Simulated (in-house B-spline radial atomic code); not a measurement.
What moves the levels of neutral cerium ([Xe] 4f1 5d1 6s2)? Level of theory: Dirac-Hartree-Fock, average of configuration, Fermi nucleus of rms radius 4.8771 fm; calculated with an all-electron radial atomic-structure program (B-spline basis).

Baseline run (computed): total energy -8861.0748 hartree, 1s1/2 at -1494.92 hartree, 6s1/2 at -4.9678 eV with <r> = 4.649 bohr.

Scaling the speed of light c (a factor of 100 is close to the non-relativistic limit):

```tsv
c/c0	ΔE (hartree)	6s1/2 level (eV)	6s1/2 <r> (bohr)
0.9	-77.517	-5.04752	4.59
0.98	-13.362	-4.98129	4.639
1.02	12.484	-4.95535	4.658
3	264.18	-4.72287	4.846
100	294.34	-4.69703	4.868
```

Changing the nucleus:

```csv
nucleus,ΔE (eV)
Gaussian nucleus of rms radius 4.8771 fm,-0.0509
uniform spherical nucleus of rms radius 4.8771 fm,0.0164
Gaussian nucleus of rms radius 0.01 fm,-11.4
Fermi nucleus of rms radius 4.7796 fm,-0.409
Fermi nucleus of rms radius 4.9746 fm,0.415
```

A larger nucleus binds the electrons less, roughly as the density at the nucleus times the change of the nuclear <r²>. At equal rms radius the shape enters only through higher moments. A radius of 0.01 fm is nearly a point.

Problem. The nuclear charge is raised by 0.1. What does the Hellmann-Feynman theorem predict for the energy, and what is found?

Solution. dE/dZ ≈ -Σ<1/r>, which is -372.165 at the start and -373.081 at the end; their mean times 0.1 is -37.262 hartree, and the two runs differ by -37.262 hartree.
